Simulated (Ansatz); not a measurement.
```xyz
9

O     1.6835   -0.7941   -0.3157
Si    0.9086    0.2232    0.6995
N    -0.6727   -0.0501    1.2061
As   -0.9777    1.2694   -0.1158
O    -0.9043    0.2571   -1.6433
H     1.1626   -1.0040   -1.1001
H     1.9027    0.6740    1.6889
H    -1.3152   -0.7243    1.5866
H    -1.7876    0.1488   -2.0064
```

Total charge 0; spin multiplicity 1.

List the r2SCAN/def2-TZVPP orbital energies in eV (Ansatz 0.2.0). (Best estimate.)

Ansatz gave: Occupied: -11572.11, -1791.79, -1459.95, -1303.64, -1303.62, -1303.58, -515.95, -515.79, -385.19, -188.91, -142.11, -135.55, -135.46, -135.32, -97.01, -96.97, -96.94, -42.39, -42.35, -42.25, -42.18, -42.17, -26.55, -25.98, -22.25, -15.75, -14.18, -12.87, -11.77, -10.24, -9.70, -9.46, -8.63, -8.46, -7.05, -6.93, -5.77. Lowest empty: -1.11, -0.57, -0.09, 1.07, 1.70, 2.14, 2.57, 2.98.
